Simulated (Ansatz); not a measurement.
System: sum formula YOCl, charge 0, multiplicity 1. 
Structure (B3LYP-D3(BJ)/def2-TZVP (Ansatz, an electronic-structure program) minimum search):
SMILES: [O]=[Y][Cl]
```xyz
3

Y      0.4451     0.3154    -0.2408
O     -0.5412     1.5481    -1.1308
Cl    -0.7665    -1.4521     1.0847
```

Dipole moments at this geometry, in debye (magnitudes).

```tsv
level	program	dipole (D)
SVWN5/def2-TZVPD	Ansatz	7.06
r2SCAN/def2-TZVPD	Ansatz	7.46
B97M-V/def2-TZVPD	Ansatz	7.55
B3LYP/def2-TZVPD	Ansatz	7.50
PBE0/def2-TZVPD	Ansatz	7.55
BHLYP/def2-TZVPD	Ansatz	7.94
r2SCANh/def2-TZVPD	Ansatz	7.57
r2SCAN0/def2-TZVPD	Ansatz	7.74
HSE06/def2-TZVPD	Ansatz	7.53
LC-wPBE/def2-TZVPD	Ansatz	___
wB97M-V/def2-TZVPD	Ansatz	7.80
wB97X-V/def2-TZVPD	Ansatz	7.87
CCSD(T)/def2-SVPD	Ansatz	___
```

What belongs in the gaps?


- LC-wPBE/def2-TZVPD, dipole (D): 7.94
- CCSD(T)/def2-SVPD, dipole (D): 7.92
